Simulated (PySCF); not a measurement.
BrSi, SMILES [Si]Br (connectivity only; charge and spin as stated), neutral, multiplicity 2.

The structure is a stationary point at PBE0-D3(BJ)/def2-TZVP.

All values below come from PBE0/def2-TZVPD (PySCF).

The molecule is in vacuum.

Computed frontier levels, dipole moment:
The α spin, highest occupied and lowest empty level is -5.28 and -3.17 eV and the β spin, highest occupied and lowest empty level is -8.56 and -2.88 eV. The dipole moment comes out as 0.77 D and the ⟨S²⟩ comes out as 0.758 (pure state 0.75).
